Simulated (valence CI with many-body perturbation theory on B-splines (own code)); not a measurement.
# Level structure of Au29+

Level of theory: valence CI with perturbative core correlation (CI+MBPT): four valence electrons over a frozen Dirac-Fock core [Kr] 4d10, radial functions for each j: 7 s, 7 p, 7 d, 7 f, 4 g, 2 h, with the one-electron correlation potential Σ1 (screened to all orders), the two-electron term Σ2, the three-electron term Σ3, Breit, model QED; selected single and double excitations, second order for the rest, scaled by the run's own slope (own B-spline code, finite nucleus).

The last digits are not significant, and no measured levels were compared; by estimate large intervals hold to a few tenths of a per cent, small ones and those within an open d or f shell to about a per cent. Excitations out of the core, of the other parity, are not computed and may begin above about 185 eV (a cautious bound); beyond it only levels of the ground parity were kept, without lifetimes.

Levels 46 to 90 of 191, with energies above the lowest level, (4f5/2^4) J=4. "Leading %" is the weight of the configuration and term that name the level; weights of strongly mixed levels are sums over their largest components and can fall short. In the jj column 3d3/2^4 stands for four electrons in 3d with j = 3/2.

```
No.  Configuration  Term   J  E (cm⁻¹)  Leading %              Leading jj      g
 46            4f4    5D   4    150530         37  4f5/2^2 4f7/2^2 (82 %)  1.146
 47            4f4    3K   6    151220         37    4f5/2^3 4f7/2 (39 %)  1.026
 48            4f4    3I   5    153520         29    4f5/2 4f7/2^3 (59 %)  1.080
 49            4f4    3F   2    154720         39    4f5/2 4f7/2^3 (81 %)  1.155
 50            4f4    3D   1    154970         55    4f5/2 4f7/2^3 (96 %)  0.810
 51            4f4    3H   5    155660         64  4f5/2^2 4f7/2^2 (83 %)  1.065
 52            4f4    3L   9    155990         64    4f5/2 4f7/2^3 (98 %)  1.072
 53            4f4    3F   3    159870         59    4f5/2 4f7/2^3 (79 %)  1.131
 54            4f4    3H   4    160840         46    4f5/2^3 4f7/2 (51 %)  0.937
 55            4f4    3G   3    166950         56  4f5/2^2 4f7/2^2 (55 %)  0.968
 56            4f4    3H   6    167500         33  4f5/2^2 4f7/2^2 (44 %)  1.024
 57            4f4    3G   4    170220         57  4f5/2^2 4f7/2^2 (59 %)  1.048
 58            4f4    3G   5    174030         56    4f5/2 4f7/2^3 (50 %)  1.115
 59            4f4    1G   4    174080         42    4f5/2 4f7/2^3 (55 %)  1.002
 60            4f4    3F   2    174480         67  4f5/2^2 4f7/2^2 (58 %)  0.834
 61            4f4    3K   8    175350         53  4f5/2^2 4f7/2^2 (96 %)  1.062
 62            4f4    3P   0    175620         47  4f5/2^2 4f7/2^2 (70 %)       
 63            4f4    3K   7    176720         44    4f5/2 4f7/2^3 (52 %)  1.044
 64            4f4    3I   5    179020         49  4f5/2^2 4f7/2^2 (35 %)  0.968
 65            4f4    1K   7    179700         39  4f5/2^2 4f7/2^2 (58 %)  1.042
 66            4f4    3K   8    181350         37          4f7/2^4 (78 %)  1.048
 67            4f4    3H   6    181950         44    4f5/2 4f7/2^3 (57 %)  1.078
 68            4f4    1D   2    183130         63    4f5/2 4f7/2^3 (73 %)  1.019
 69            4f4    3F   4    187350         41    4f5/2 4f7/2^3 (66 %)  1.160
 70            4f4    1N  10    187850         78    4f5/2 4f7/2^3 (75 %)  1.018
 71            4f4    3F   3    191650         64  4f5/2^2 4f7/2^2 (44 %)  1.093
 72            4f4    3F   4    192100         44    4f5/2 4f7/2^3 (43 %)  1.167
 73            4f4    3H   6    196420         52    4f5/2 4f7/2^3 (51 %)  1.084
 74            4f4    3P   1    199600         74  4f5/2^2 4f7/2^2 (62 %)  1.372
 75            4f4    3G   5    200780         40    4f5/2 4f7/2^3 (45 %)  1.070
 76            4f4    1D   2    205500         38          4f7/2^4 (81 %)  1.057
 77            4f4    3G   3    206030         60    4f5/2 4f7/2^3 (56 %)  0.913
 78            4f4    3I   6    206220         47  4f5/2^2 4f7/2^2 (57 %)  1.020
 79            4f4    3G   4    208250         43    4f5/2 4f7/2^3 (52 %)  1.006
 80            4f4    3H   5    213180         43    4f5/2 4f7/2^3 (28 %)  1.043
 81            4f4    3D   2    213750         50  4f5/2^2 4f7/2^2 (56 %)  1.245
 82            4f4    1L   8    214820         52    4f5/2 4f7/2^3 (92 %)  1.053
 83            4f4    3G   5    220620         60    4f5/2 4f7/2^3 (54 %)  1.098
 84            4f4    3G   3    220870         48  4f5/2^2 4f7/2^2 (51 %)  0.990
 85            4f4    3I   7    223430         75    4f5/2 4f7/2^3 (90 %)  1.107
 86            4f4    1D   2    227150         45    4f5/2 4f7/2^3 (53 %)  1.071
 87            4f4    3F   4    228790         40          4f7/2^4 (42 %)  1.085
 88            4f4    1I   6    240360         46  4f5/2^2 4f7/2^2 (48 %)  1.049
 89            4f4    1G   4    241810         44  4f5/2^2 4f7/2^2 (55 %)  1.010
 90            4f4    1F   3    248550         55    4f5/2 4f7/2^3 (78 %)  1.121
```

Where two levels of one J and parity lie close, their mixing, g and order are uncertain.
